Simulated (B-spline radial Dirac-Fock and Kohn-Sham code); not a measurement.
Tc⁴⁺: non-radiative channels of the 2p1/2 vacancy

System: Tc⁴⁺, 1s2 2s2 2p6 3s2 3p6 3d10 4s2 4p6 4d2 5p1 (not the ground configuration).

Input of the calculation (task.json; shells as n, l, electrons):

```json
{"items": [{
  "Z": 43,
  "q": 4,
  "cfg": [[1, 0, 2], [2, 0, 2], [2, 1, 6], [3, 0, 2], [3, 1, 6], [3, 2, 10], [4, 0, 2], [4, 1, 6], [4, 2, 2], [5, 1, 1]],
  "A": 97,
  "rrms": 4.4112,
  "do": ["binding", "quiet", "decay"],
  "holes": ["K", "L1", "L2", "L3", "M1", "M2", "M3", "M4", "M5", "N1", "N2", "N3"]
}]}
```

Command: `python xray_run.py task.json out`

The computed values come from a B-spline atomic structure program: a relativistic independent-particle model: LDA orbitals of the hole state, radiative multipoles to third order, Auger rates from the Coulomb interaction with a continuum orbital, Dirac-Fock energies. Kinetic energies are configuration averages from the vacuum level; the two-hole energies are estimated from single-hole states.

| transition | kinetic energy (eV) | width (meV) | share (%) |
| --- | --- | --- | --- |
| L2-L3N4 | 36.15 | 30.2 | 1.9 |
| L2-L3N5 | 36.66 | 11.4 | 0.7 |
| L2-M1M2 | 1691.9 | 60.5 | 3.7 |
| L2-M1M3 | 1712.3 | 5.41 | 0.3 |
| L2-M2M2 | 1783.3 | 56.7 | 3.5 |
| L2-M2M3 | 1806.6 | 190 | 11.7 |
| L2-M1M5 | 1884.6 | 8.76 | 0.5 |
| L2-M2M5 | 1981.4 | 178 | 11.0 |
| L2-M2M4 | 1981.8 | 98.0 | 6.0 |
| L2-M3M4 | 1998.5 | 127 | 7.8 |
| L2-M3M5 | 2004.3 | 16.2 | 1.0 |
| L2-M1N2 | 2119.0 | 7.40 | 0.5 |
| L2-M4M4 | 2170.0 | 110 | 6.8 |
| L2-M4M5 | 2173.1 | 489 | 30.1 |
| L2-M5M5 | 2177.4 | 22.3 | 1.4 |
| L2-M2N1 | 2183.3 | 11.6 | 0.7 |
| L2-M2N2 | 2217.6 | 16.8 | 1.0 |
| L2-M2N3 | 2220.5 | 31.7 | 2.0 |
| L2-M3N2 | 2237.0 | 24.0 | 1.5 |
| L2-M4N2 | 2410.2 | 12.4 | 0.8 |
| L2-M4N3 | 2413.6 | 20.4 | 1.3 |
| L2-M5N2 | 2413.7 | 20.5 | 1.3 |
| L2-M4N5 | 2460.0 | 11.4 | 0.7 |
| L2-M5N4 | 2463.3 | 9.49 | 0.6 |

The listed channels hold 97 % of the non-radiative rate. Summed by principal shells, of 1.62 eV in all: LMM 84.5 %, LMN 11.7 %, LLN 2.6 %, LNN 0.5 %, LLO 0.3 %, LMO 0.3 %.
